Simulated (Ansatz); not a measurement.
Stepwise reaction of `N[SiH2]F` with water, as a gas-phase model of exchange steps in deposition or etching. ΔE in kJ/mol; ΔG adds harmonic PBE0-D4 terms to CCSD(T)/CBS, at 1 bar.

Isolated molecules relaxed with PBE0-D4/def2-TZVP in Ansatz; ΔE leaves out vibrations. CCSD(T)/CBS is the MP2 limit (def2-TZVPP, def2-QZVPP) plus CCSD(T) − MP2 in def2-TZVPP, frozen cores. This one scheme is used for every species. DFT in def2-TZVPP. B3LYP here is the variant with VWN-RPA as its local correlation; programs differ in this. One conformer a species, not always the lowest.

```json
{"step": "2", "reaction": "`N[SiH](O)F` + H₂O → `N[Si](O)(O)F` + H₂", "PBE-D4": "-92.1", "B3LYP-D4": "-99.2", "ωB97M-V": "-100.6", "CCSD(T)/CBS": "-97.3", "ΔG(500 K)": "-93.0"}
```

Problem. Give the row of step 1, `N[SiH2]F` + H₂O → `N[SiH](O)F` + H₂. (Best estimate.)

Solution. Ansatz gave: 
```json
{"step": "1", "reaction": "`N[SiH2]F` + H₂O → `N[SiH](O)F` + H₂", "PBE-D4": "-90.2", "B3LYP-D4": "-96.4", "ωB97M-V": "-97.5", "CCSD(T)/CBS": "-95.0", "ΔG(500 K)": "-91.6"}
```

Problem. By hand: ΔE of the 2 steps together at CCSD(T)/CBS.

Solution. (-95.0) + (-97.3) = -192.3 kJ/mol, or -96.2 kJ/mol a step.

In ΔE the steps differ by no more than 2.3 kJ/mol. All are downhill at CCSD(T)/CBS. ΔG lies between -93.0 and -91.6 kJ/mol a step. PBE-D4 differs from CCSD(T)/CBS by 4.8 to 5.2 kJ/mol a step. Isolated molecules leave out the surface, adducts and barriers. Largest T1 diagnostic: 0.011.
